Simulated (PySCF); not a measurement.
Harmonic spectrum computed at PBE0 in the def2-TZVP basis family (core potentials from Rb on, PySCF, no spin–orbit coupling):

```csv
ω (cm⁻¹),"IR (km/mol, summed over degenerate members)",degeneracy
323,8.2,2
917,1.9,1
1934,81.8,1
```

Which molecule gave it? In each, all ligands are bound to the one heavy central atom.
A. HSnN (singlet)
B. HSN (singlet)
C. HPN (doublet)
D. HPbN (singlet)

A. It has C∞v symmetry with Sn–H 1.682 Å, Sn–N 1.809 Å.
